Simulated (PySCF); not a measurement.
C4H7, SMILES [CH2]C(C)=C (connectivity only; charge and spin as stated), charge +1, multiplicity 1. Atoms are numbered in the order given.

```xyz
11

C     -0.8000     0.0014    -1.1708
C     -0.0452    -0.0007     0.0000
C     -0.8000     0.0014     1.1708
C      1.4599     0.0000     0.0000
H     -0.3242     0.0315    -2.1587
H     -1.8953    -0.0199    -1.1447
H     -0.3242     0.0315     2.1587
H     -1.8953    -0.0199     1.1447
H      1.8588     0.5007    -0.8928
H      1.8338    -1.0374     0.0000
H      1.8588     0.5007     0.8928
```
Charge +1, spin multiplicity 1.

Coordinates come from a B3LYP-D3(BJ)/def2-SVP optimisation. The spin state was assumed, not searched. The isomer is the one that the SMILES or the coordinates give; other isomers of the formula were not compared.

Computed with PBE0/pcSseg-1 (PySCF).

GIAO shieldings, no solvent; atoms listed in one row are averaged. δ = σ(ref) − σ: ¹³C against TMS (σ = 186.3 ppm); ¹H against TMS (σ = 31.56 ppm), references at their B3LYP-D3(BJ)/def2-TZVP geometries, non-relativistic.

Computed chemical shifts:
```tsv
nucleus	atoms	count	δ (ppm)
¹³C	C1, C3	2	244.5
¹³C	C2	1	173.4
¹³C	C4	1	23.4
¹H	H5, H7	2	10.41
¹H	H6, H8	2	9.96
¹H	H9, H10, H11	3	3.33
```
